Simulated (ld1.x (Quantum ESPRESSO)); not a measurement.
## Pseudopotential generation for calcium (Ca): TM, PBEsol, scalar-relativistic.

calcium, norm-conserving Troullier–Martins (Kleinman–Bylander form), made with ld1.x (Quantum ESPRESSO) 7.5 (PBEsol, scalar-relativistic). Core [Ne], reference 3s2 3p6 3d0 4s2 4p0. Waves: 3p (bound): rc 0.35 bohr; 3d (bound, empty): rc 2.55 bohr; 3s (bound): rc 1.65 bohr. Local part: the s channel. Core correction: Bessel-smoothed model core, default radius (core density twice the valence density).

Occupied shells without a wave of their own: 4s. They enter only through the test configuration that unscreens the potential, and ld1.x also counts them in the model core charge.

(1) Does the generator finish with these settings?

Answers

(1) No. ld1.x (Quantum ESPRESSO) 7.5 stopped with "run_pseudo: Errors in PS-KS equation": the pseudo-atom solver did not find the valence states with the expected number of nodes, which is the usual sign of a ghost state. The 3p radius of 0.35 bohr lies inside the outermost node of the all-electron wave at 0.42 bohr. Before that it printed "Warning: n=2, l=1 expected 0 nodes, found 1".
